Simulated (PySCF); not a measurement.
## Two-component Hartree-Fock for Au²⁺ (gold, charge +2)

Start: [Xe] 4f14 5d8 6p1; 5d3/2 filled at m_j = -1/2, +1/2, +3/2; 5d5/2 filled at m_j = -3/2, -1/2, +1/2, +3/2, +5/2; 6p3/2 filled at m_j = +3/2. Calculated with PySCF 2.14 in x2c-SVPall-2c with one added diffuse shell each of s, d type (8s9p10d2f, 99 functions): generalised Hartree-Fock with the X2C-1e Hamiltonian and a Gaussian nucleus; one run each with spin-orbit coupling (SO) switched off, then screened by Boettger's factors. This is a chosen level, not necessarily the ground level.

| spinor shell | electrons | ε, spin-free (eV) | ε, screened SO (eV) | weight of nominal j (screened SO) | rms radius, screened SO (bohr) |
| --- | --- | --- | --- | --- | --- |
| 1s1/2 | 2 | -81201.7 | -81170.7 | 1.000 | 0.0191 |
| 2s1/2 | 2 | -14504.2 | -14494.3 | 1.000 | 0.0769 |
| 2p1/2 | 2 | -12556.0 | -13877.9 | 1.000 | 0.0651 |
| 2p3/2 | 4 | -12556.0 | -12036.3 | 1.000 | 0.0731 |
| 3s1/2 | 2 | -3515.0 | -3511.7 | 1.000 | 0.196 |
| 3p1/2 | 2 | -2941.0 | -3235.3 | 1.000 | 0.188 |
| 3p3/2 | 4 | -2941.0 | -2822.6 | 1.000 | 0.204 |
| 3d3/2 | 4 | -2317.4 | -2367.6 | 1.000 | 0.180 |
| 3d5/2 | 6 | -2317.4 | -2280.5 | 1.000 | 0.183 |
| 4s1/2 | 2 | -823.21 | -822.05 | 1.000 | 0.432 |
| 4p1/2 | 2 | -631.72 | -702.92 | 1.000 | 0.438 |
| 4p3/2 | 4 | -631.72 | -602.68 | 1.000 | 0.471 |
| 4d3/2 | 4 | -396.56 | -407.18 | 1.000 | 0.486 |
| 4d5/2 | 6 | -396.56 | -388.16 | 1.000 | 0.496 |
| 5s1/2 | 2 | -156.80 | -156.52 | 1.000 | 0.995 |
| 4f5/2 | 6 | -133.52 | -135.14 | 0.998 | 0.544 |
| 4f7/2 | 8 | -133.52 | -131.21 | 0.999 | 0.545 |
| 5p1/2 | 2 | -102.95 | -115.52 | 0.995 | 1.13 |
| 5p3/2 | 4 | -102.95 | -97.456 | 0.998 | 1.16 |
| 5d5/2 | 5 | -40.423 | -39.899 | 0.749 | 1.55 |
| 5d3/2 | 3 | -40.423 | -41.347 | 0.894 | 1.52 |
| 6p3/2 | 1 | -17.699 | -17.551 | 1.000 | 4.01 |

```json
{"quantity": "E (hartree)", "spin-free": "-18994.99356", "screened SO": "-19024.16448"}
{"quantity": "M_J", "spin-free": "11/2", "screened SO": "11/2"}
{"quantity": "⟨J²⟩", "spin-free": "35.763", "screened SO": "35.761"}
{"quantity": "⟨L²⟩", "spin-free": "20.009", "screened SO": "20.572"}
{"quantity": "⟨S²⟩", "spin-free": "3.753", "screened SO": "3.757"}
```

Each row is a mean over spinors that exchange with the open shell spreads, by up to 7.422 eV (5p3/2).

Rows whose weight is well below 1 are mixtures of j = l ± 1/2: exchange outweighs spin-orbit coupling there, and the label is only the starting occupation.

Breit and QED terms are absent; they matter most for the inner s and p1/2 levels.

Densities and radii are taken from the X2C orbitals without a picture-change correction, which distorts them close to the nucleus.

Without spin-orbit coupling the j labels of p, d and f shells carry no meaning; the spin-free column gives the mean over the occupied spinors of each nl shell.
